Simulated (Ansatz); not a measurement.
Basis-set series for CH$_{7}$GeInO (`[GeH3][O][CH2][InH2]`). The species carries charge 0 and has multiplicity 1. In: def2 effective core potential. All single points use the PBE0-D4/def2-TZVP geometry. It is one conformer, not always the lowest.

Z-matrix (Å, degrees):
```
Ge
O 1 1.784
H 1 1.542 2 108.7
H 1 1.532 2 105.5 3 -120.3
H 1 1.542 2 108.6 3 119.3
C 2 1.414 1 116.9 3 -59.6
In 6 2.176 2 110.3 1 -179.8
H 6 1.101 2 111.8 1 59.5
H 6 1.101 2 111.8 1 -59.1
H 7 1.734 6 118.9 2 -180.0
H 7 1.725 6 120.4 2 0.0
```

```tsv
functional	basis	functions	energy (Eh)	HOMO (eV)	LUMO (eV)
PBE0-D4	def2-SVP	121	-2383.87869	-6.79	-1.50
PBE0-D4	def2-TZVPP	258	-2384.28779	-6.85	-1.56
ωB97M-V	def2-SVP	121	-2384.03527	-8.93	0.04
ωB97M-V	def2-TZVPP	258	-2384.44980	-9.01	-0.13
```

(1) Give the rows for def2-QZVPP. (Estimate.)

Answers

(1) The calculation gave: 
| functional | basis | functions | energy (Eh) | HOMO (eV) | LUMO (eV) |
| --- | --- | --- | --- | --- | --- |
| PBE0-D4 | def2-QZVPP | 495 | -2384.34174 | -6.87 | -1.57 |
| ωB97M-V | def2-QZVPP | 495 | -2384.50251 | -9.03 | -0.17 |

Scalar relativity is left out up to krypton.

Computed with Ansatz.
